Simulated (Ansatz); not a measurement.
Ligand exchange: C2H2ClIn + C3H8Mg → C2H3In + C3H7ClMg

Species: C2H2ClIn `C#[C][InH][Cl]`, singlet; C3H8Mg `C[CH](C)[MgH]`, singlet; C2H3In `C#[C][InH2]`, singlet; C3H7ClMg `C[CH](C)[Mg][Cl]`, singlet. The partners trade Cl for H: In–Cl and Mg–H bonds give way to In–H and Mg–Cl.

Shapes, held fixed at every level: PBE0-D4/def2-TZVP. Programs: Ansatz 0.2.0. The zero-point and thermal change to 298 K, harmonic and unscaled (PBE0-D4/def2-TZVP), is +2.9 kJ/mol.

```json
{"level": "HF/def2-SVP", "kind": "Hartree–Fock", "ΔH(298 K) (kJ/mol)": "-91.7", "less CCSD(T)/def2-TZVPP": "-10.6"}
{"level": "r2SCAN-D4/def2-TZVPP", "kind": "meta-GGA", "ΔH(298 K) (kJ/mol)": "-83.5", "less CCSD(T)/def2-TZVPP": "-2.4"}
{"level": "BHLYP-D4/def2-TZVPP", "kind": "global hybrid", "ΔH(298 K) (kJ/mol)": "-81.0", "less CCSD(T)/def2-TZVPP": "+0.1"}
{"level": "r2SCAN0-D4/def2-TZVPP", "kind": "global hybrid", "ΔH(298 K) (kJ/mol)": "-84.9", "less CCSD(T)/def2-TZVPP": "-3.8"}
{"level": "B2PLYP/def2-TZVPP", "kind": "double hybrid", "ΔH(298 K) (kJ/mol)": "-82.7", "less CCSD(T)/def2-TZVPP": "-1.6"}
{"level": "CCSD(T)/def2-SVP", "kind": "coupled cluster or CI", "ΔH(298 K) (kJ/mol)": "-90.4", "less CCSD(T)/def2-TZVPP": "-9.3"}
{"level": "CCSD/def2-TZVPP", "kind": "coupled cluster or CI", "ΔH(298 K) (kJ/mol)": "-82.7", "less CCSD(T)/def2-TZVPP": "-1.6"}
{"level": "CCSD(T)/def2-TZVPP", "kind": "coupled cluster or CI", "ΔH(298 K) (kJ/mol)": "-81.1", "less CCSD(T)/def2-TZVPP": "0.0"}
```

The highest level, CCSD(T)/def2-TZVPP, gives ΔH(298 K) = -81.1 kJ/mol; the levels span -91.7 to -81.0. The column of differences is taken from that level and isn't an error. No measured value is set beside it here. For atoms past krypton def2 sets carry core potentials with scalar relativity. Correlated rows may include outer-core shells of In, Mg, which these sets cover unevenly.
